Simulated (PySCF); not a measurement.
# Electron correlation in Lu (lutetium, neutral)

[Xe] 4f14 5d3, high-spin 4F determinant (an excited configuration). Computed with PySCF 2.14 in cc-pVDZ-X2C, with scalar relativity by spin-free X2C-1e. Frozen: [Kr] 4d10; 25 electrons correlated.

| level | correlation energy (mhartree) |
| --- | --- |
| CCSD | -885.42 |
| (T) | -25.18 |
| CCSD(T) | -910.60 |

Diagnostics: T1 = 0.011, D1 = 0.0211, largest double amplitude 0.103.

**Question.** Is a single reference adequate?

**Answer.** Mostly. T1 lies below 0.03, but a double amplitude of this size points to a near-degeneracy that CCSD handles and MP2 describes poorly.
